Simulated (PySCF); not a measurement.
# Polarisability and C₆ of Ru (ruthenium, neutral)

[Kr] 4d7 5s1, high-spin 5F determinant. All numbers are calculated (PySCF 2.14, scalar relativity by spin-free X2C-1e, in aug-cc-pwCVTZ-DK). Coupled (time-dependent) response in atomic units; α is the mean over directions.

```
method  mean α (bohr³)  C₆ (like pair)  S(−4)
PBEsol           57.22           527.2   1992
```

S(−4) is the Cauchy moment in α(ω) = α(0) + S(−4) ω² + …

Reference α: 72 ± 10 bohr³ (recommended; Schwerdtfeger and Nagle, table of static dipole polarizabilities (2023 update)). Published C₆: 809.0 (Gould and Bucko (2016)).

Spin-orbit coupling is absent.

α(iu) at PBEsol:

```csv
u (hartree),α(iu) (bohr³)
0,57.22
0.0500,52.75
0.100,43.44
0.200,27.93
0.300,19.57
0.500,12.00
0.750,7.877
1.00,5.681
1.50,3.418
2.00,2.300
3.00,1.251
5.00,0.5421
```

A single London oscillator, α(iu) = α/(1 + u²/ω²), gives C₆ = (3/4) ω α². Matching the computed C₆ needs ω = 4 × 527.2 / (3 × 57.22²) = 0.215 hartree.
